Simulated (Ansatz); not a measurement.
BFGaH₃SSe (`[F][GaH][B](S)[SeH]`) at its PBE0-D4/def2-TZVP geometry, where that method's forces vanish. The species carries charge 0 and has multiplicity 1.

```
atom    x (Å)    y (Å)    z (Å)
  F1  -2.0213   1.4041  -0.0204
 Ga2  -0.5411   0.8227  -0.8160
  B3   0.4040  -0.5253   0.4478
  S4  -0.3776  -0.8526   2.0144
 Se5   2.0539  -1.4380   0.0443
  H6  -0.3327   1.4574  -2.2281
  H7  -1.4306  -0.0310   1.8399
  H8   2.2456  -0.8373  -1.2819
```

(1) For each bond, give half the difference of the two atoms' forces along it (eV/Å; positive pushes the atoms apart) under PBE-D4, r2SCAN-D4, B3LYP-D4, ωB97M-V in def2-TZVPP. (An estimate is asked.)

## Answers

(1) The calculation gave: 
| bond | length (Å) | PBE-D4 | r2SCAN-D4 | B3LYP-D4 | ωB97M-V |
| --- | --- | --- | --- | --- | --- |
| F1–Ga2 | 1.778 | 0.51 | 0.02 | 0.28 | 0.10 |
| Ga2–B3 | 2.075 | -0.22 | -0.10 | -0.05 | -0.01 |
| Ga2–H6 | 1.562 | 0.00 | -0.07 | -0.09 | -0.14 |
| B3–S4 | 1.781 | 0.16 | 0.11 | 0.07 | 0.03 |
| B3–Se5 | 1.928 | 0.14 | 0.09 | 0.14 | 0.03 |
| S4–H7 | 1.347 | 0.27 | 0.02 | -0.05 | -0.11 |
| Se5–H8 | 1.468 | 0.26 | -0.01 | 0.03 | -0.11 |

B3LYP here is the variant with VWN-RPA as its local correlation; programs differ in this.

Results of the Gaussian-basis code of Ansatz.
